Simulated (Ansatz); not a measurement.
`C#[C][In]([F])[Cl]` + GeH₄ → `[F][In]([Cl])[GeH3]` + acetylene at 298.15 K and 1 bar (formal exchange of groups at the In–C bond).

Computed with Ansatz on PBE0-D4/def2-TZVP structures; ΔE is electronic, products minus reactants. CBS: MP2 limit from def2 TZ/QZ plus the TZ coupled-cluster correction, frozen cores. This one scheme is used for every species. Elements past krypton have def2 core potentials. For Ge, In outer-core shells are correlated without core-valence functions, which leaves a few kJ/mol of doubt a bond. Scalar relativity is left out up to krypton.

```
              species  CCSD(T)/CBS energy (Eh)  H − E (kJ/mol)  S (J/(mol·K))
 `C#[C][In]([F])[Cl]`               -826.10583            76.4          365.4
                 GeH₄              -2078.49493            88.5          217.3
`[F][In]([Cl])[GeH3]`              -2827.39267            91.0          399.0
                `C#C`                -77.22717            80.8          200.2
```

H − E and S are ideal-gas, rigid-rotor, harmonic terms from PBE0-D4/def2-TZVP, for one conformer and one mirror image of each species. 1 Eh = 2625.50 kJ/mol, R = 8.31446 J/(mol·K).

By hand: ΔE, ΔH, ΔS and ΔG.

ΔE = (-2827.39267) + (-77.22717) − (-826.10583) − (-2078.49493) = -0.01908 Eh = -50.1 kJ/mol. Δ(H − E) = 91.0 + 80.8 − 76.4 − 88.5 = 6.9, so ΔH = -43.2 kJ/mol. ΔS = 399.0 + 200.2 − 365.4 − 217.3 = 16.5 J/(mol·K). ΔG = -43.2 − 298.15 × (16.5)/1000 = -48.1 kJ/mol.

By hand: the equilibrium constant, and the temperature at which ΔG would vanish if ΔH and ΔS stayed fixed.

log₁₀ K = −ΔG/(RT ln 10) = 8.4. ΔH and −TΔS have one sign here, so there is no such temperature.

ΔH outweighs TΔS. A doubt of 5 kJ/mol in ΔE shifts log₁₀ K by 0.9 here. Other conformers and mirror images would add mixing entropy, several J/(mol·K) or more a flexible species. Modes under 60 cm⁻¹, often nearly free rotors, make the harmonic entropy too high. These are equilibria of isolated gas molecules and say nothing of rates. Largest T1 diagnostic: 0.015 (customary marks: 0.02 for closed shells, 0.045 for open ones).
